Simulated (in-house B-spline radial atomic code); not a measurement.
## Ionising Se⁵⁺ with different functionals

Computed with a B-spline radial code for spherical atoms: scalar-relativistic (spin-free X2C) Hamiltonian, Fermi nucleus of rms radius 4.14 fm, spin-polarised at highest spin, spherical fractional occupations for the functionals, and exact exchange of hybrids averaged over the configuration. The ionisation energy is the difference of two self-consistent energies, [Ar] 3d10 4s1 → [Ar] 3d10, without Breit or QED terms; ε is the level of the shell that loses the electron (its least bound occupied spin orbital). There is no spin-orbit coupling in this Hamiltonian.

```csv
method,rung,ΔSCF (eV),-ε(4s) (eV)
PBE0,global hybrid,82.62,77.66
B3LYP,global hybrid,83.21,77.75
TPSSh,global hybrid,82.40,76.70
M06-2X,global hybrid,82.18,78.33
BHandHLYP,global hybrid,?,?
r2SCAN0,global hybrid,?,?
B97-1,global hybrid,82.24,77.03
HSE06,range-separated hybrid,82.71,77.40
wB97X,range-separated hybrid,81.60,80.06
CAM-B3LYP,range-separated hybrid,83.20,79.57
LC-wPBE,range-separated hybrid,82.84,81.01
```

Question: What does r2SCAN0 give?

Answer: ΔSCF 82.25 eV, and -ε(4s) = 77.96 eV.

Question: What does BHandHLYP give?

Answer: ΔSCF 82.60 eV, and -ε(4s) = 79.11 eV.

Question: Among the functionals, which spreads more, the ΔSCF values or the orbital energies?

Answer: The orbital energies: ΔSCF values span about 1.61 eV and the orbital energies 4.31 eV.

Question: How do they compare with the NIST value?

Answer: NIST lists 81.83 eV ± 0.03 (measured, ground level to ground level). Errors run from -0.23 to +1.38 eV; wB97X is closest (-0.23 eV), but part of that can be cancellation, since the calculations leave out Breit-QED terms.
